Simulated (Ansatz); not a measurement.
Breaking a bond: Si(Me)(OMe)3, C₄H₁₂O₃Si, SMILES O([Si](OC)(OC)C)C. The Si1–O17 bond (Si1 also carries C, O, O; O17 carries C) is varied alone, starting from the PBE0/def2-SVP optimised geometry. Each curve is given relative to its own lowest point near equilibrium.

| R / Å | A | B | C |
|---|---|---|---|
| 1.35 | 256.0 | 256.0 | 271.3 |
| 1.47 | 72.6 | 72.6 | 81.9 |
| 1.55 | 19.5 | 19.5 | 24.6 |
| 1.60 | 4.6 | 4.6 | 7.2 |
| 1.65 | 0.0 | 0.0 | 0.0 |
| 1.69 | 2.2 | 2.2 | 0.1 |
| 1.78 | 20.7 | 20.7 | 14.1 |
| 1.86 | 47.9 | 47.9 | 37.2 |
| 2.00 | 107.9 | 107.9 | 90.1 |
| 2.18 | 191.4 | 191.4 | 164.4 |
| 2.43 | 298.0 | 298.0 | 258.5 |
| 2.68 | 384.8 | 383.8 | 333.3 |
| 3.08 | 486.2 | 452.6 | 412.2 |
| 3.44 | 548.9 | 478.0 | 446.3 |
| 4.04 | 614.6 | 493.9 | 472.7 |
| 4.82 | 657.7 | 498.7 | 485.2 |

Energies in kJ/mol.

Question: Assign the columns to these levels of theory: restricted PBE0/def2-SVP in Ansatz (an electronic-structure program); unrestricted PBE/def2-SVP run with Ansatz; unrestricted PBE0/def2-SVP (Ansatz).

Answer: A is RKS-PBE0; B is UKS-PBE0; C is UKS-PBE.

The unrestricted determinant behind UKS-PBE is spin-contaminated at 3.08 to 4.82 Å (<S²> up to 0.9, against 0.00 for a pure singlet). The unrestricted determinant behind UKS-PBE0 is spin-contaminated at 2.68 to 4.82 Å (<S²> up to 1.0, against 0.00 for a pure singlet). The restricted form behind RKS-PBE0 keeps the bonding electrons paired and can't separate into open-shell fragments.
